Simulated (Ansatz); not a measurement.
Steps of a relaxation of C2H9NSi2, SMILES `C=C[SiH2]N[SiH3]` with RKS PBE0-D4/def2-TZVP.

```sh
$ ansatz run in.yaml --threads 4 --pin off --events-out ev --progress --plain --max-ram 10444MiB
```

```yaml
crystal:
  periodic: [false, false, false]
  atoms:
    - {symbol: C, position_ang: [-2.931780, -0.554154, -0.061090]}
    - {symbol: C, position_ang: [-1.765959, -0.124833, -0.585823]}
    - {symbol: Si, position_ang: [-0.095957, -0.805946, -0.065137]}
    - {symbol: N, position_ang: [0.934401, 0.456067, 0.591065]}
    - {symbol: Si, position_ang: [2.560095, 0.926662, 0.135798]}
    - {symbol: H, position_ang: [-2.961532, -1.346527, 0.708927]}
    - {symbol: H, position_ang: [-3.908690, -0.142558, -0.370899]}
    - {symbol: H, position_ang: [-1.796895, 0.674072, -1.352123]}
    - {symbol: H, position_ang: [0.658649, -1.374385, -1.235831]}
    - {symbol: H, position_ang: [-0.378520, -1.903303, 0.934701]}
    - {symbol: H, position_ang: [0.525212, 0.981062, 1.372796]}
    - {symbol: H, position_ang: [2.949395, 0.090703, -1.049997]}
    - {symbol: H, position_ang: [2.636102, 2.387568, -0.237500]}
    - {symbol: H, position_ang: [3.562381, 0.706371, 1.244012]}
basis:
  gaussian: {orbitals: def2-TZVP}
hamiltonian: {xc: pbe0, dispersion: d4}
relax: {f_tol: 0.005, max_steps: 150}
```

Positions (Å) and forces (eV/Å) along the path, 7 of 7 steps:

```xyz
14
step=1 energy=-19457.4569 eV
C    -2.932   -0.554   -0.061    0.395    0.117   -0.145
C    -1.766   -0.125   -0.586   -0.557   -0.030    0.101
Si   -0.096   -0.806   -0.065    0.199    0.287    0.131
N     0.934    0.456    0.591   -0.026    0.013    0.066
Si    2.560    0.927    0.136   -0.322   -0.128    0.050
H    -2.962   -1.347    0.709    0.040    0.439   -0.427
H    -3.909   -0.143   -0.371    0.537   -0.221    0.155
H    -1.797    0.674   -1.352   -0.018   -0.422    0.412
H     0.659   -1.374   -1.236   -0.169    0.128    0.254
H    -0.379   -1.903    0.935    0.072    0.270   -0.215
H     0.525    0.981    1.373    0.265   -0.333   -0.501
H     2.949    0.091   -1.050   -0.093    0.180    0.262
H     2.636    2.388   -0.237   -0.052   -0.343    0.100
H     3.562    0.706    1.244   -0.271    0.041   -0.244
14
step=2 energy=-19457.5258 eV
C    -2.901   -0.549   -0.060    0.029   -0.023   -0.029
C    -1.753   -0.115   -0.581   -0.036   -0.001   -0.012
Si   -0.094   -0.795   -0.065    0.118    0.281    0.108
N     0.927    0.455    0.588    0.042   -0.095   -0.095
Si    2.540    0.913    0.131   -0.287   -0.074    0.087
H    -2.922   -1.332    0.700    0.002    0.116   -0.111
H    -3.871   -0.158   -0.373    0.142   -0.045    0.067
H    -1.792    0.674   -1.339    0.003   -0.123    0.113
H     0.652   -1.358   -1.225   -0.043    0.017    0.057
H    -0.373   -1.875    0.931    0.007    0.052   -0.058
H     0.525    0.976    1.361    0.073   -0.087   -0.135
H     2.922    0.083   -1.043   -0.013    0.048    0.061
H     2.606    2.360   -0.233    0.010   -0.078    0.014
H     3.521    0.692    1.236   -0.046    0.010   -0.067
14
step=3 energy=-19457.5319 eV
C    -2.888   -0.560   -0.070   -0.036    0.143    0.137
C    -1.745   -0.120   -0.588    0.046   -0.021   -0.030
Si   -0.091   -0.785   -0.065    0.001   -0.004   -0.026
N     0.922    0.455    0.585    0.002   -0.027   -0.037
Si    2.524    0.908    0.134   -0.029   -0.009   -0.002
H    -2.905   -1.335    0.691   -0.001   -0.042   -0.009
H    -3.853   -0.138   -0.343    0.001   -0.080   -0.070
H    -1.787    0.669   -1.338   -0.006    0.033   -0.001
H     0.653   -1.353   -1.218    0.022   -0.008   -0.006
H    -0.374   -1.862    0.925   -0.004   -0.010    0.014
H     0.519    0.977    1.351   -0.011    0.019    0.028
H     2.909    0.081   -1.035    0.004   -0.008   -0.012
H     2.598    2.349   -0.232    0.003    0.016    0.001
H     3.504    0.686    1.232    0.007   -0.002    0.014
14
step=4 energy=-19457.5340 eV
C    -2.885   -0.551   -0.063   -0.015   -0.013    0.005
C    -1.743   -0.112   -0.587   -0.008   -0.012    0.019
Si   -0.092   -0.786   -0.065   -0.036    0.015    0.024
N     0.919    0.453    0.584    0.087    0.049    0.007
Si    2.521    0.906    0.132   -0.006   -0.015   -0.015
H    -2.901   -1.333    0.693    0.019   -0.004   -0.005
H    -3.855   -0.161   -0.359    0.004    0.020   -0.013
H    -1.786    0.679   -1.335   -0.007   -0.009   -0.010
H     0.656   -1.360   -1.214    0.001    0.003    0.001
H    -0.378   -1.858    0.931   -0.005   -0.007   -0.009
H     0.526    0.981    1.352   -0.036   -0.032   -0.013
H     2.904    0.085   -1.043    0.001    0.002    0.002
H     2.597    2.350   -0.226   -0.001    0.002    0.003
H     3.503    0.678    1.229    0.002   -0.001    0.004
14
step=5 energy=-19457.5344 eV
C    -2.887   -0.552   -0.063   -0.017   -0.007    0.006
C    -1.745   -0.113   -0.585    0.013   -0.002   -0.001
Si   -0.093   -0.782   -0.063   -0.011    0.003    0.003
N     0.922    0.455    0.585    0.034    0.010   -0.007
Si    2.524    0.906    0.132   -0.006   -0.003   -0.002
H    -2.902   -1.335    0.691    0.008    0.002    0.008
H    -3.856   -0.161   -0.360    0.001    0.001   -0.011
H    -1.789    0.674   -1.337   -0.004    0.008    0.000
H     0.653   -1.355   -1.213    0.003   -0.001   -0.004
H    -0.379   -1.858    0.929   -0.002   -0.002    0.004
H     0.526    0.981    1.353   -0.021   -0.008    0.003
H     2.907    0.084   -1.042    0.000   -0.001   -0.002
H     2.601    2.350   -0.227    0.001    0.004   -0.001
H     3.506    0.678    1.229    0.003   -0.003    0.003
14
step=6 energy=-19457.5345 eV
C    -2.888   -0.554   -0.063   -0.008    0.004    0.013
C    -1.746   -0.112   -0.584    0.012    0.004   -0.006
Si   -0.093   -0.781   -0.063    0.000    0.004    0.001
N     0.923    0.456    0.585    0.010   -0.001   -0.007
Si    2.526    0.906    0.132   -0.006   -0.001    0.002
H    -2.901   -1.333    0.696    0.000   -0.002   -0.003
H    -3.857   -0.165   -0.364    0.002   -0.005   -0.003
H    -1.792    0.673   -1.338   -0.002    0.000   -0.001
H     0.652   -1.353   -1.215   -0.001   -0.002   -0.002
H    -0.380   -1.857    0.928    0.001    0.001    0.003
H     0.525    0.980    1.353   -0.009   -0.001    0.003
H     2.908    0.084   -1.042   -0.001   -0.001   -0.001
H     2.603    2.350   -0.226    0.002    0.001    0.000
H     3.507    0.677    1.230    0.000   -0.001    0.000
14
step=7 energy=-19457.5346 eV
C    -2.888   -0.554   -0.062   -0.002   -0.001    0.001
C    -1.747   -0.112   -0.584    0.005    0.003   -0.003
Si   -0.093   -0.780   -0.063    0.001   -0.001   -0.001
N     0.924    0.457    0.584    0.002    0.001   -0.003
Si    2.527    0.906    0.133   -0.001    0.000    0.001
H    -2.900   -1.333    0.696   -0.002    0.000    0.000
H    -3.858   -0.167   -0.365    0.000   -0.002    0.002
H    -1.794    0.673   -1.339   -0.001    0.000    0.001
H     0.651   -1.352   -1.215    0.000   -0.001    0.000
H    -0.380   -1.855    0.929    0.001    0.001    0.001
H     0.525    0.980    1.352   -0.003    0.000    0.002
H     2.908    0.084   -1.042    0.000    0.000   -0.001
H     2.606    2.350   -0.225    0.001    0.000    0.001
H     3.508    0.675    1.230    0.000   -0.001    0.000
```

Run time 26 s (4 threads of an Arm Neoverse V2 on a shared host); peak host memory 0.63 GiB.
